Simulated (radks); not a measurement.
Initial-state core-level shifts of neutral holmium when its valence configuration changes from [Xe] 4f11 6s2. All-electron calculation, scalar-relativistic Kohn-Sham, SCAN, spin-unpolarised, spherical densities, finite nucleus; meta-GGA in the generalised Kohn-Sham scheme; Fermi nuclear charge, rms radius 5.2022 fm. Program: a radial shooting solver on a logarithmic mesh with Libxc functionals. Shifts are changes of the shell-averaged eigenvalues in eV (positive: less bound); the change of the density at the nucleus, which sets a Mossbauer isomer shift, is in e/bohr^3, on a base of 8.47e+05.

valence,2p,3s,4s,5s,density at nucleus
4f11 6p2,-2.882,-2.844,-2.878,-3.217,-62.15
4f10 5d1 6s2,-7.139,-7.972,-7.659,-4.130,+42.34
4f11 5d1 6p1,-0.696,-0.712,-0.711,-0.786,-61.58
4f11 6s1 6p1,-1.530,-1.512,-1.528,-1.683,-30.19
4f11 5d0.5 6s1.5,+0.329,+0.312,+0.321,+0.364,-16.86
4f9 5d2 6s2,-15.142,-17.066,-16.169,-8.060,+91.97
